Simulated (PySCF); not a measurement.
Compound: C₃H₁₃NSi₂.
SMILES with atom numbers: `[CH3:1][N:2]([CH3:3])[SiH2:4][CH2:5][SiH3:6]` (hydrogens: H7, H8, H9 on C1; H10, H11, H12 on C3; H13, H14 on Si4; H15, H16 on C5; H17, H18, H19 on Si6)

Level of theory: PBE0-D3(BJ)/def2-SVP geometry optimisation, gas phase in PySCF.

What internal coordinates does the optimisation give?

| bond | length (Å) | order |
| --- | --- | --- |
| C1–N2, N2–C3 | 1.440 | single |
| N2–Si4 | 1.739 | single |
| Si4–C5 | 1.878 | single |
| C5–Si6 | 1.881 | single |
| C1–H7, C3–H10 | 1.110 | single |
| C1–H8 and 3 like bonds | 1.103 | single |
| Si4–H13 | 1.495 | single |
| Si4–H14 | 1.506 | single |
| C5–H15, C5–H16 | 1.104 | single |
| Si6–H17, Si6–H18, Si6–H19 | 1.496 | single |

Bonds in one row agree within 0.01 Å and their mean is given. Orders are formal, as drawn. A selection of angles:
| angle | degrees |
| --- | --- |
| N2–C1–H7 | 113.1 |
| N2–C1–H8 | 111.0 |
| H7–C1–H8 | 107.6 |
| C1–N2–C3 | 113.8 |
| C1–N2–Si4 | 121.6 |
| N2–Si4–C5 | 110.8 |
| N2–Si4–H13 | 106.1 |
| N2–Si4–H14 | 114.5 |
| C5–Si4–H13 | 111.1 |
| C5–Si4–H14 | 107.1 |
| H13–Si4–H14 | 107.3 |
| Si4–C5–Si6 | 115.0 |
| Si4–C5–H15 | 109.4 |
| Si6–C5–H15 | 107.6 |
| Si6–C5–H16 | 108.6 |
| H15–C5–H16 | 107.2 |
| C5–Si6–H17 | 110.6 |
| H17–Si6–H18 | 108.2 |

Torsions: C1–N2–Si4–C5 48° (synclinal); N2–Si4–C5–Si6 168° (antiperiplanar). The mirror-image conformer, all signs reversed, is as good.

Si4 (SiH2 silicon) is distorted tetrahedral (angles from 106.1° to 114.5°). Of the pairs four or more bonds apart, C5···H8 is among the closest relative to their van der Waals radii: 2.85 Å, 98 % of the sum of Bondi's values. N2 (silicon-bound nitrogen) is almost planar (angles 121.6°, 121.0° and 113.8°, sum 356.4°, 0.17 Å off the plane of its three neighbours). Si6 (SiH3 silicon) is tetrahedral (angles from 108.2° to 110.7°).

Point group: C1 (no symmetry element, even within 0.4 Å). No PBE0-D3(BJ)/def2-SVP frequencies stand behind this structure, so it isn't proved a minimum. The numbers are those of one conformer.
